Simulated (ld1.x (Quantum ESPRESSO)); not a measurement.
u(r) = r·R(r): atom against pseudo-atom (C)

Columns: radius, all-electron u(r) and pseudo u(r) of the 2s shell (level -14.11 eV) of carbon in the configuration [He] 2s1 2p3; PBEsol, scalar-relativistic, RRKJ scheme, ld1.x (Quantum ESPRESSO) 7.5.

| r (bohr) | all-electron | pseudo |
| --- | --- | --- |
| 0.088 | 0.3166 | -0.0504 |
| 0.175 | 0.3366 | -0.1026 |
| 0.262 | 0.2231 | -0.1596 |
| 0.350 | 0.0553 | -0.2244 |
| 0.438 | -0.1224 | -0.2981 |
| 0.525 | -0.2865 | -0.3800 |
| 0.612 | -0.4296 | -0.4688 |
| 0.700 | -0.5498 | -0.5600 |
| 0.788 | -0.6451 | -0.6447 |
| 0.875 | -0.7161 | -0.7145 |
| 0.962 | -0.7663 | -0.7658 |
| 1.050 | -0.7989 | -0.7988 |
| 1.138 | -0.8158 | -0.8158 |
| 1.225 | -0.8200 | -0.8200 |
| 1.312 | -0.8140 | -0.8140 |
| 1.400 | -0.7996 | -0.7996 |
| 1.487 | -0.7792 | -0.7792 |
| 1.575 | -0.7537 | -0.7537 |
| 1.662 | -0.7251 | -0.7251 |
| 1.750 | -0.6937 | -0.6937 |
| 1.838 | -0.6608 | -0.6608 |
| 1.925 | -0.6274 | -0.6274 |
| 2.012 | -0.5938 | -0.5938 |
| 2.100 | -0.5601 | -0.5601 |
| 2.188 | -0.5269 | -0.5269 |
| 2.275 | -0.4949 | -0.4949 |

**Question.** How many radial nodes do the two functions have?

**Answer.** The all-electron 2s function has n − l − 1 = 1; the pseudo-wave has 0, since the states of the same l below it are removed with the core.

**Question.** At about which radius was the pseudo-wave matched?

**Answer.** 1.15 bohr. The columns agree to 0.0005 from 0.96 bohr on; several derivatives are matched, so the curves merge somewhat inside the radius.

**Question.** Is the pseudo-wave norm-conserving?

**Answer.** Yes: the RRKJ scheme keeps the norm inside the radius equal to the all-electron one, which fixes the energy derivative of the logarithmic derivative at the level.
